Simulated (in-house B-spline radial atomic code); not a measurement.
Radial electron density of Ga3+, [Ar] 3d10. Method: scalar-relativistic (X2C) B3LYP, spin-polarised, spherical fractional occupations, exact exchange averaged over the configuration, Fermi nucleus of rms radius 3.9973 fm. Calculated with a radial B-spline atomic code at the basis-set limit.

One-electron X2C: radii and densities carry no picture-change correction, so inner-shell <1/r> comes out high (for 1s by about 2 % at Z = 33, 5 % at 54, 10 % at 75, 30 % at 118) and <r> low.

Columns: r (bohr), 4πr²n(r) (electrons per bohr), bar.

```
 0.00188    1.142 #
 0.00224    1.545 ##
 0.00268    2.096 ##
  0.0032    2.821 ###
 0.00382    3.775 ####
 0.00456    5.016 #####
 0.00545    6.623 #######
 0.00651    8.652 #########
 0.00778    11.18 ###########
 0.00929    14.22 ##############
  0.0111    17.79 ##################
  0.0133    21.88 ######################
  0.0158    26.03 ##########################
  0.0189    30.29 ##############################
  0.0226    34.05 ##################################
   0.027    36.77 #####################################
  0.0323       38 ######################################
  0.0385     37.5 ######################################
   0.046    35.47 ####################################
   0.055    32.74 #################################
  0.0657    30.67 ###############################
  0.0785    30.66 ###############################
  0.0938     33.4 ##################################
   0.112     38.1 ######################################
   0.134    42.54 ###########################################
    0.16    43.73 ############################################
   0.191    40.11 ########################################
   0.228    32.75 #################################
   0.272    25.23 #########################
   0.326    21.26 #####################
   0.389    22.15 ######################
   0.465     25.3 #########################
   0.555    26.71 ###########################
   0.663    24.22 ########################
   0.792    18.61 ###################
   0.946    12.22 ############
    1.13    6.962 #######
    1.35    3.486 ####
    1.61    1.556 ##
    1.93   0.5881 #
     2.3   0.1922 
    2.75  0.04815
```

On this grid the curve has 3 maxima, near 0.0323, 0.16, 0.555 bohr.

The 3p up radial function P(r) = rR(r), positive near the nucleus:

```tsv
r (bohr)	P
0.00188	0.001516
0.00268	0.002882
0.00382	0.005497
0.00545	0.0105
0.00778	0.01999
0.0111	0.03761
0.0158	0.06928
0.0226	0.1252
0.0323	0.2166
0.046	0.3505
0.0657	0.5191
0.0938	0.6659
0.134	0.6685
0.191	0.3746
0.272	-0.2518
0.389	-0.9701
0.555	-1.309
0.792	-1.073
1.13	-0.5638
1.61	-0.1798
2.3	-0.02935
```
